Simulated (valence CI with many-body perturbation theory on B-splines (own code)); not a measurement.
## Forbidden lines of Pr X

Method: valence CI with perturbative core correlation (CI+MBPT): four valence electrons over a frozen Dirac-Fock core [Kr] 4d10, a basis of 8 s, 8 p, 9 d, 9 f, 6 g, 3 h, 2 i functions for each j, with the one-electron correlation potential Σ1, the two-electron term Σ2, the three-electron term Σ3, Breit, model QED; selected CI, second order for the rest, scaled by the run's own slope (own B-spline code, finite nucleus).

No measured levels were compared; by estimate terms of the open shell hold to a few per cent of their energy, and close levels can change places; configurations with another count of f electrons can be misplaced by thousands of cm⁻¹. Core correlation moves these levels by up to 49000 cm⁻¹, and in measured spectra 5 to 20 % of such shifts remained as error; rates that hang on mixing are uncertain with them.

Lines 1 to 50 of 120 in falling wavelength, among levels below 222450 cm⁻¹, chosen from the decays that carry over 1 % of a level's rate. Wavelengths and rates use the calculated energies, so an error of 2000 cm⁻¹ moves a line at 50200 Å by 100 % and its rate by three times that or more. Electric multipoles are in the length gauge, E1 and E2 with the static RPA response of the core. S is in atomic units (e²a₀⁴ for E2 and M2, e²a₀⁶ for E3), for M1 in squared Bohr magnetons. Weak lines are less certain than strong ones. Lines between different terms over intervals too small for the method are left out, as are lines whose strength nearly cancels. Where a level lies close to another of its J and parity, the split of strength between their lines is uncertain. Intervals below about 2000 cm⁻¹, as at the head of this list, are uncertain by tens of per cent.

Names give the largest LS component (configuration and term), which can be under half, so a name can repeat, a term be missing and a line seem to break the LS rules; names also repeat where a configuration has a term twice. Letters in brackets count levels of one name in rising energy.

| λ vac (Å) | Upper | Lower | Type | A (s⁻¹) | S (a.u.) |
| --- | --- | --- | --- | --- | --- |
| 50200 | 4f.5s2.5p 3G_4 | 4f.5s2.5p 3F_3 | M1 | 4.86e-02 | 2.05e+00 |
| 44250 | 4f.5s2.5p 3F_2 | 4f.5s2.5p 3G_3 | M1 | 7.33e-03 | 1.18e-01 |
| 42640 | 4f2.5s2 3H_5 | 4f2.5s2 3H_4 | M1 | 3.35e-01 | 1.06e+01 |
| 40240 | 4f2.5s2 3H_6 | 4f2.5s2 3H_5 | M1 | 3.46e-01 | 1.09e+01 |
| 34190 | 4f.5s2.5p 3F_3 | 4f.5s2.5p 3F_2 | M1 | 2.69e-01 | 2.79e+00 |
| 28240 | 4f2.5s2 1G_4 | 4f2.5s2 3F_4 | M1 | 3.39e-01 | 2.55e+00 |
| 24530 | 4f2.5s2 1G_4 | 4f2.5s2 3F_3 | M1 | 4.41e-01 | 2.17e+00 |
| 19290 | 4f.5s2.5p 3F_3 | 4f.5s2.5p 3G_3 | M1 | 1.12e-01 | 2.09e-01 |
| 13930 | 4f.5s2.5p 3G_4 | 4f.5s2.5p 3G_3 | M1 | 4.15e+00 | 3.75e+00 |
| 12410 | 5s2.5p2 3P_2 | 5s2.5p2 3P_1 | M1 | 2.91e+00 | 1.03e+00 |
| 11890 | 5s2.5p2 3P_2 | 4f.5s2.5p 3F_3 | M1 | 2.75e+00 | 8.58e-01 |
| 11570 | 4f2.5s2 3F_4 | 4f2.5s2 3H_4 | M1 | 2.29e-01 | 1.19e-01 |
| 10160 | 4f2.5s2 1G_4 | 4f2.5s2 3H_5 | M1 | 3.52e-01 | 1.23e-01 |
| 8821 | 5s2.5p2 3P_2 | 4f.5s2.5p 3F_2 | M1 | 6.15e+00 | 7.83e-01 |
| 8207 | 4f2.5s2 1G_4 | 4f2.5s2 3H_4 | M1 | 3.05e-01 | 5.63e-02 |
| 7355 | 5s2.5p2 3P_2 | 4f.5s2.5p 3G_3 | M1 | 6.52e-01 | 4.81e-02 |
| 6292 | 4f2.5s2 1D_2 | 4f2.5s2 3F_3 | M1 | 1.83e+00 | 8.43e-02 |
| 6123 | 4f2.5s2 3H_6 | 4f.5s2.5p 3G_5 | E2 | 3.24e-02 | 3.24e+00 |
| 5072 | 4f2.5s2 3F_2 [a] | 4f.5s2.5p 3D_2 [a] | M1 | 7.47e+00 | 1.81e-01 |
| 5018 | 4f.5s2.5p 1F_3 | 5s2.5p2 3P_2 | M1 | 1.14e+01 | 3.73e-01 |
| 4904 | 4f2.5s2 3F_2 [b] | 4f.5s2.5p 3D_2 [a] | M1 | 1.08e+01 | 2.36e-01 |
| 4736 | 4f2.5s2 3H_6 | 4f.5s2.5p 3F_4 | E2 | 9.73e-02 | 2.69e+00 |
| 4381 | 4f2.5s2 1I_6 | 4f2.5s2 3H_6 | M1 | 8.16e-01 | 3.31e-02 |
| 4229 | 4f2.5s2 1G_4 | 4f.5s2.5p 3D_3 | E2 | 1.59e-01 | 1.72e+00 |
| 3961 | 4f.5s2.5p 3F_2 | 5s2.5p2 3P_0 | E2 | 1.20e-02 | 5.21e-02 |
| 3951 | 4f2.5s2 1I_6 | 4f2.5s2 3H_5 | M1 | 7.96e-01 | 2.37e-02 |
| 3804 | 4f.5s2.5p 3D_2 [a] | 5s2.5p2 3P_2 | M1 | 1.60e+02 | 1.63e+00 |
| 3795 | 4f.5s2.5p 1F_3 | 4f.5s2.5p 3G_4 | M1 | 4.48e+00 | 6.36e-02 |
| 3529 | 4f.5s2.5p 1F_3 | 4f.5s2.5p 3F_3 | M1 | 2.42e+01 | 2.76e-01 |
| 3506 | 5s2.5p2 3P_1 | 5s2.5p2 3P_0 | M1 | 3.44e+02 | 1.65e+00 |
| 3346 | 4f.5s2.5p 3F_4 | 4f.5s2.5p 3G_4 | M1 | 1.19e+02 | 1.49e+00 |
| 3202 | 4f.5s2.5p 3D_2 [b] | 5s2.5p2 3P_2 | M1 | 7.36e+01 | 4.48e-01 |
| 3198 | 4f.5s2.5p 1F_3 | 4f.5s2.5p 3F_2 | M1 | 1.23e+02 | 1.04e+00 |
| 3159 | 4f.5s2.5p 3D_1 | 5s2.5p2 3P_2 | M1 | 3.32e+01 | 1.16e-01 |
| 3137 | 4f.5s2.5p 3F_4 | 4f.5s2.5p 3F_3 | M1 | 7.48e+01 | 7.70e-01 |
| 3023 | 4f2.5s2 1I_6 | 4f.5s2.5p 1G_4 | E2 | 1.82e+00 | 5.33e+00 |
| 2983 | 4f.5s2.5p 1F_3 | 4f.5s2.5p 3G_3 | M1 | 1.95e+02 | 1.34e+00 |
| 2911 | 4f.5s2.5p 3D_2 [a] | 5s2.5p2 3P_1 | M1 | 1.12e+02 | 5.11e-01 |
| 2884 | 4f.5s2.5p 3G_5 | 4f.5s2.5p 3G_4 | M1 | 3.96e+02 | 3.88e+00 |
| 2882 | 4f.5s2.5p 3D_2 [a] | 4f.5s2.5p 3F_3 | M1 | 9.31e+00 | 4.13e-02 |
| 2881 | 4f.5s2.5p 3D_3 | 4f.5s2.5p 3G_4 | M1 | 9.11e+01 | 5.65e-01 |
| 2733 | 5s2.5p2 3P_2 | 5s2.5p2 3P_0 | E2 | 5.15e+00 | 3.51e+00 |
| 2725 | 4f.5s2.5p 3D_3 | 4f.5s2.5p 3F_3 | M1 | 2.85e+02 | 1.50e+00 |
| 2716 | 4f2.5s2 3P_0 | 4f.5s2.5p 3D_2 [b] | E2 | 1.28e+00 | 1.70e-01 |
| 2698 | 4f.5s2.5p 3F_4 | 4f.5s2.5p 3G_3 | M1 | 1.91e+02 | 1.25e+00 |
| 2669 | 4f2.5s2 1D_2 | 4f.5s2.5p 3D_2 [a] | M1 | 4.90e+00 | 1.73e-02 |
| 2658 | 4f.5s2.5p 3D_2 [a] | 4f.5s2.5p 3F_2 | M1 | 9.35e+01 | 3.26e-01 |
| 2545 | 4f.5s2.5p 3D_2 [b] | 5s2.5p2 3P_1 | M1 | 2.07e+02 | 6.32e-01 |
| 2524 | 4f.5s2.5p 3D_3 | 4f.5s2.5p 3F_2 | M1 | 9.81e+00 | 4.09e-02 |
| 2522 | 4f.5s2.5p 3D_2 [b] | 4f.5s2.5p 3F_3 | M1 | 1.43e+02 | 4.24e-01 |
